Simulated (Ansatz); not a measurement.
Consider the cleavage of the Si–Si bond: `[SiH3][SiH2]BCl` + `[OH][GeH2][F]` → `[F][GeH2][O][SiH3]` + `[SiH3]BCl`.

Isolated molecules relaxed with PBE0-D4/def2-TZVP in Ansatz; ΔE leaves out vibrations. CCSD(T)/CBS is the MP2 limit (def2-TZVPP, def2-QZVPP) plus CCSD(T) − MP2 in def2-TZVPP, frozen cores. This one scheme is used for every species. Functionals use def2-TZVPP. For Ge outer-core shells are correlated without core-valence functions, which leaves a few kJ/mol of doubt a bond. Scalar relativity is left out up to krypton. One conformer a species, not always the lowest.

Task: Is it downhill or uphill in electronic energy at CCSD(T)/CBS, and by how much? (An estimate is asked.)

Result: Ansatz gave: Downhill: ΔE = -21.4 kcal/mol.

Task: What do these levels give: LDA (SPW92), PBE-D4, r2SCAN-D4, BHLYP-D4, revPBE, r2SCAN0, CAM-B3LYP, LC-ωPBE, RPA@PBE/def2-TZVPP, HF/def2-SVP, CCSD(T)/def2-SVP, HF/CBS(def2)? (Best estimate.)

Result: Computed: LDA (SPW92) -14.8, PBE-D4 -14.4, r2SCAN-D4 -19.0, BHLYP-D4 -24.1, revPBE -14.5, r2SCAN0 -20.1, CAM-B3LYP -23.4, LC-ωPBE -19.4, RPA@PBE/def2-TZVPP -22.3, HF/def2-SVP -26.7, CCSD(T)/def2-SVP -20.8, HF/CBS(def2) -29.6 kcal/mol.

Task: What do rigid-rotor, harmonic-oscillator terms from PBE0-D4/def2-TZVP frequencies (298.15 K, 1 bar) make of the CCSD(T)/CBS value? (An estimate is asked.)

Result: Computed: ΔZPE = -1.0 kcal/mol, ΔH = -22.4 kcal/mol, ΔS = 12 J/(mol·K), ΔG = -23.2 kcal/mol. Modes under 50 cm⁻¹ make the entropy rough.

Largest T1 diagnostic among the species: 0.014.

Leaving LDA and LC-ωPBE aside and taking each functional with its dispersion term where it has one, the values spread over 9.8 kcal/mol, from BHLYP-D4 to PBE-D4. In def2-TZVPP, CCSD(T) changes the Hartree–Fock value by +7.4 kcal/mol (the triples alone add +1.1 kcal/mol) and MP2 by +6.1 kcal/mol. From PBE to PBE0 (25 % exact exchange), in def2-TZVPP and without D4, ΔE moves by −2.3 kcal/mol.
